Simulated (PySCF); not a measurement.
# Chromium: a sound run and one with changed settings

Sound run: Cr⁺ [Ar] 3d5, Cr²⁺ [Ar] 3d4. Calculation: PySCF 2.14, in aug-cc-pVDZ; the non-relativistic Hamiltonian (point nucleus). In the sound run the correlated levels freeze [Ar]. The sound run starts from symmetry-adapted Hartree-Fock orbitals and uses a fine grid where one is needed.

Changed run: initial guess sap, at most 50 SCF cycles.

```json
{"species": "Cr⁺", "method": "UHF", "sound run (hartree)": "-1043.13787", "changed run (hartree)": "-1043.13787", "converged": "yes"}
{"species": "Cr⁺", "method": "PBE", "sound run (hartree)": "-1043.94942", "changed run (hartree)": "-1043.94942", "converged": "yes"}
{"species": "Cr⁺", "method": "B3LYP", "sound run (hartree)": "-1044.21033", "changed run (hartree)": "-1044.21033", "converged": "yes"}
{"species": "Cr⁺", "method": "MP2", "sound run (hartree)": "-1043.20357", "changed run (hartree)": "-1043.20357", "converged": "yes"}
{"species": "Cr²⁺", "method": "UHF", "sound run (hartree)": "-1042.57979", "changed run (hartree)": "-1042.57982", "converged": "yes"}
{"species": "Cr²⁺", "method": "PBE", "sound run (hartree)": "-1043.31661", "changed run (hartree)": "-1043.31512", "converged": "no"}
{"species": "Cr²⁺", "method": "B3LYP", "sound run (hartree)": "-1043.58886", "changed run (hartree)": "-1043.58948", "converged": "yes"}
{"species": "Cr²⁺", "method": "MP2", "sound run (hartree)": "-1042.61151", "changed run (hartree)": "-1042.61153", "converged": "yes"}
```

Ionisation energy of Cr⁺:

```
 method  sound run (eV)  changed run (eV)
    UHF          15.186            15.185
  B3LYP          16.911            16.894
    MP2          16.111            16.110
SCS-MP2          15.494            15.494
```

Where the changed run lies lower, it found another determinant of the same configuration, with other orbitals of the open shell filled.

For comparison, NIST gives 16.486 eV between the lowest levels.
